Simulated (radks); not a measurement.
Question: Neutral gold, [Xe] 4f14 5d10 6s1. Method: non-relativistic Kohn-Sham, exchange-only B88, spin-polarised, spherical densities, point nucleus; computed with a radial shooting solver on a logarithmic mesh with Libxc functionals. Every spin shell is full or empty, so the densities are truly spherical. Functionals are evaluated on that one density, not self-consistently. Rank these orbital-free kinetic functionals by their error against the exact value of the orbitals, and give that value: Thomas-Fermi, TF + vW, TF + vW/9, LC94, APBEK, Perdew 92, Thakkar, PG1, DePristo-Kress.

Answer: Exact: 17865.7 hartree. From best to worst, with 100 (|E| - |E exact|)/|E exact| (equal figures are ties): LC94 +0.01, APBEK +0.04, DePristo-Kress -0.21, Perdew 92 -0.69, TF + vW/9 -0.70, Thakkar -0.79, Thomas-Fermi -4.65, PG1 +12.45, TF + vW +30.91.
